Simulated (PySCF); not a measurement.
Computed properties of silacyclobutane (C₃H₈Si), SMILES C1[SiH2]CC1

silacyclobutane (C3H8Si), SMILES C1C[SiH2]C1. Coordinates come from a B3LYP-D3(BJ)/def2-SVP optimisation. The values are those of a single conformer. All values are computed for the isolated molecule unless a solvent is named; none is compared with measurement here.

**Structure.** The optimised structure has Cs symmetry. All 30 harmonic modes at B3LYP-D3(BJ)/def2-SVP (PySCF) are real, so it is a minimum. With heavy atoms numbered as in [CH2:1]1[CH2:2][SiH2:3][CH2:4]1, the shortest bond between them is C1–C4 at 1.563 Å and the longest Si3–C4 at 1.905 Å.

**Vibrations.** The strongest infrared lines (harmonic, unscaled, degenerate partners summed) lie at 2201 cm⁻¹ (151 km/mol, H 97 %), 2209 cm⁻¹ (138 km/mol, H 96 %), 815 cm⁻¹ (123 km/mol, H 74 %, Si 16 %, C 10 %). The softest mode is at 149 cm⁻¹ and the zero-point energy is 61.7 kcal/mol.

**Electronic structure.** PBE0/def2-TZVP (PySCF) places the frontier levels at -7.83 and 0.38 eV, a gap of 8.21 eV, and gives a dipole moment of 0.50 D and a mean polarisability of 61.3 bohr³.

**Excitations.** TDA-PBE0/def2-SVPD (PySCF) has S1 at 6.89 eV (180 nm, f = 0.018, weak); the most intense of the 10 singlets computed lies at 7.51 eV (f = 0.09). T1 (TDA) is at 6.48 eV, 0.41 eV under S1. No vertical singlet excitation falls in the visible range (under 3.1 eV).

**NMR.** GIAO shifts at PBE0/pcSseg-1 (PySCF) (non-relativistic, atoms alike by connectivity averaged): ¹³C from 13.8 to 27.9 ppm against TMS; ¹H from 1.5 to 5.2 ppm against TMS; ²⁹Si at -22.6 ppm against TMS.
